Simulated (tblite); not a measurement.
Species: C₈H₇ (doublet state).
Bonds: C1–C2 (double), C2–C3, C3–C4 (aromatic), C4–C5 (aromatic), C5–C6 (aromatic), C6–C7 (aromatic), C7–C8 (aromatic), C3–C8 (aromatic). Hydrogens: H9, H10 on C1; H11 on C2; H12 on C4; H13 on C5; H14 on C7; H15 on C8.

A start from a force field or distance geometry was refined with tblite 0.8.0, GFN2-xTB geometry optimisation, gas phase. Values at the start:

| coordinate | start |
| --- | --- |
| C1=C2 | 1.310 Å |
| C1–H9 | 1.097 Å |
| C1–H10 | 1.054 Å |
| C2–C3 | 1.446 Å |
| C2–H11 | 1.099 Å |
| C3–C4 | 1.406 Å |
| C4–C5 | 1.399 Å |
| C4–H12 | 1.078 Å |
| C5–C6 | 1.402 Å |
| C5–H13 | 1.086 Å |
| C1–C2–C3 | 125.5° |
| C2–C3–C4 | 121.5° |
| C2–C3–C8 | 119.5° |
| C3–C4–C5 | 121.0° |
| C4–C3–C8 | 119.1° |
| C4–C5–C6 | 119.4° |
| C5–C6–C7 | 118.6° |
| C1–C2–C3–C4 | 2° |

Problem. How do these coordinates change at the GFN2-xTB level?

Solution. 
```tsv
coordinate	GFN2-xTB (Å or °)	change
C5–C6	1.364	-0.038
C1–H10	1.077	+0.023
C1–H9	1.076	-0.021
C1=C2	1.327	+0.017
C2–H11	1.083	-0.016
C2–C3	1.460	+0.014
C3–C4	1.395	-0.011
C4–C5	1.390	-0.009
C5–H13	1.080	-0.006
C4–H12	1.079	+0.001
C5–C6–C7	124.6	+6.0
C4–C5–C6	117.6	-1.8
C1–C2–C3	127.0	+1.5
C2–C3–C4	122.7	+1.2
C2–C3–C8	118.4	-1.1
C3–C4–C5	120.6	-0.4
C4–C3–C8	118.9	-0.2
C1–C2–C3–C4	0	-2
```

The energy falls by 15.2 kJ/mol over 23 L-BFGS steps, the largest force on an atom goes from 2.27 to 0.008 eV/Å, and the atoms move by 0.046 Å rms after alignment. The bond that changes most is C5–C6 (ends: carbon bonded to 2 C and H; carbon bonded to 2 C), which shortens by 0.038 Å. Bonds longer at the end by more than 0.005 Å: 5 of 15; shorter: 8. Rotational constants go from 5176, 1651, 1252 to 5211, 1639, 1247 MHz.

On one thread, Arm Neoverse V1 (aarch64), shared host with 32 logical CPUs at a one-minute load of 24, this took 0.13 s wall.

Its lowest GFN2-xTB frequency is 15i cm⁻¹, too small to tell a flat minimum from a shallow saddle.

The values belong to the conformer `[CH2:1]=[CH:2][c:3]1[cH:4][cH:5][c:6][cH:7][cH:8]1`: C1–C2–C3–C4 0°.

The numbers are calculated, not measured.
